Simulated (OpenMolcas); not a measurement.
V4+ among 8 point charges of -1.6 e arranged as a cube (Oh).

```
Program             : OpenMolcas
Method              : CASSCF
Basis               : ANO-RCC-VDZP [5s4p2d1f]
Scalar Hamiltonian  : DKH2, point nucleus
Active space        : 1 electron in 5 orbitals (3d)
State averaging     : 2S+1 = 2 even, 5 roots
Spin-orbit coupling : state interaction with AMFI integrals over the reference wave functions
```

All point charges move together. At R = 2.12 Å |10Dq| is 2170 cm-1, and at R = 2.24 Å it is 1673 cm-1.

Q: A third run gives 2935 cm-1. What distance was it run at?

A: With a power law R^-n the two known points give n = -ln(1673 / 2170) / ln(2.24 / 2.12) = 4.72. Then R = 2.12 × (2170 / 2935)^(1/4.72) = 1.989 Å. The run was at 1.99 Å, so the estimate is off by -0.001 Å.

An orbital doublet at a regular site is open to a Jahn-Teller distortion, which this geometry leaves out. The ground term spreads over less than 5000 cm-1, several times less than with real ligands, so orbital moments are less quenched and χT lies further from the spin-only value than at real sites. Point charges carry no covalency, so the field is a model and not that of real ligands. No measured value stands beside these numbers.
